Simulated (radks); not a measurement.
Removal energies from the arsenic ion As3+, [Ar] 3d10 4s2, by Delta-SCF beside the eigenvalue of the level emptied. Method: scalar-relativistic Kohn-Sham, LDA (Slater exchange, Perdew-Wang correlation), spin-polarised, spherical densities, finite nucleus; Fermi nuclear charge, rms radius of each element as measured or else 0.836 A^(1/3) + 0.57 fm; computed with a radial shooting solver on a logarithmic mesh with Libxc functionals. Open shells are filled with parallel spins first.

| removed from | final configuration | Delta-SCF (eV) | -eigenvalue (eV) |
|---|---|---|---|
| 4s | [Ar] 3d10 4s1 | 50.672 | 44.860 |
| 3d | [Ar] 3d9 4s2 | 88.034 | 75.277 |
| 3p | [Ne] 3s2 3p5 3d10 4s2 | 181.23 | 167.94 |
| 3s | [Ne] 3s1 3p6 3d10 4s2 | 237.55 | 224.04 |
